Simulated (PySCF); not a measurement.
The same gas-phase reaction for Zn, Cd, Hg:
- ZnBr2 + H2 + F2 → ZnF2 + 2 HBr
- CdBr2 + H2 + F2 → CdF2 + 2 HBr
- HgBr2 + H2 + F2 → HgF2 + 2 HBr

Method: PySCF energies plus ideal-gas RRHO corrections (1 bar). † marks an energy on the PBE0/def2-TZVP geometry and frequencies; other levels use their own. MP2 freezes the core. All species are closed-shell singlets. Cd, Hg: scalar-relativistic def2 core potential, no spin-orbit coupling. Br, Zn: all electrons, no relativistic terms. MP2 isn't extrapolated to the basis-set limit.

ΔH°(298 K) in kJ, by level:

```csv
level,Zn,Cd,Hg
ωB97M-V/def2-TZVP†,-377.5,?,-288.8
r2SCAN/def2-TZVP†,-373.5,-318.3,-292.1
M06-2X/def2-TZVP†,-371.0,?,-283.5
PBE0/def2-TZVP,-373.1,?,-285.7
ωB97X-V/def2-TZVP†,-380.0,?,-292.6
MP2/def2-SVP†,-386.6,?,-284.8
PBE/def2-SVP,-341.2,?,-286.7
LDA/def2-TZVP†,-381.8,?,-295.8
```

Task: Fill in the missing entries.

Result: 
- ωB97M-V/def2-TZVP†, Cd: -317.5
- M06-2X/def2-TZVP†, Cd: -310.9
- PBE0/def2-TZVP, Cd: -314.0
- ωB97X-V/def2-TZVP†, Cd: -320.7
- MP2/def2-SVP†, Cd: -323.1
- PBE/def2-SVP, Cd: -303.9
- LDA/def2-TZVP†, Cd: -322.2
